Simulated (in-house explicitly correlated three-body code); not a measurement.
Computed with an exponentially correlated three-body code. Model: two electrons around a point charge, non-relativistic, variational in 260 exponentially correlated functions (energies converged to about 1e-7 hartree, or 1e-8 relative for large Z).

Command:
```bash
python run_hyl.py task.json out
```
Settings (lengths in bohr, energies in hartree):
```
Z                      3
nuclear_mass           1
interaction_strength   1
functions              260
states_tried           13
```

Run time, properties included: 40 s on 1 thread of Arm Neoverse V1, on a shared host.

**Those bound S and P states to n = 4 that converged, binding against the one-electron ion.**

Given: nuclear charge 3; mass of the centre 1 electron masses.

Computed: one-electron threshold -2.25 hartree.

```csv
term,energy (hartree),binding (eV)
1 1S,-3.73507603,40.411
2 3P,-2.74674927,13.517
2 1S,?,?
2 3S,-2.57519724,8.8491
3 3S,-2.39597818,3.9723
4 3S,-2.33243289,2.2431
```

(1) What belongs in the row 2 1S?

**Converged states only, values per electron or pair.**

| term | mean r (bohr) | mean r squared (bohr²) | mean inverse r (1/bohr) | mean r12 (bohr) | mean inverse r12 (1/bohr) | mean cosine | mean p1 dot p2 (bohr⁻²) | delta r1 (bohr⁻³) | delta r12 (bohr⁻³) |
| --- | --- | --- | --- | --- | --- | --- | --- | --- | --- |
| 1 1S | 1.0883 | 1.5913 | 1.3964 | 1.4606 | 0.90816 | 0.1489 | -0.29571 | 0.92375 | 0.086942 |
| 2 3P | 1.8396 | 5.0373 | 0.98615 | 2.8585 | 0.42341 | 0.012794 | -0.48732 | 0.53426 | - |
| 2 1S | 2.6548 | 11.578 | 0.92115 | 4.3858 | 0.32336 | 0.039811 | -0.22621 | 0.58095 | 0.018862 |
| 2 3S | 2.8366 | 13.254 | 0.89951 | 4.713 | 0.24666 | 0.079261 | -0.048722 | 0.57589 | - |
| 3 3S | ? | ? | ? | ? | ? | ? | ? | ? | - |
| 4 3S | 9.6017 | 187.01 | 0.78969 | 18.21 | 0.073297 | 0.022899 | -0.034931 | 0.54202 | - |

(2) What belongs in the row 3 3S?

Results:

(1) energy (hartree): -2.60177571; binding (eV): 9.5723.

(2) mean r (bohr): 5.6453; mean r squared (bohr²): 60.722; mean inverse r (1/bohr): 0.81933; mean r12 (bohr): 10.305; mean inverse r12 (1/bohr): 0.124; mean cosine: 0.038349; mean p1 dot p2 (bohr⁻²): -0.049421; delta r1 (bohr⁻³): 0.54868.
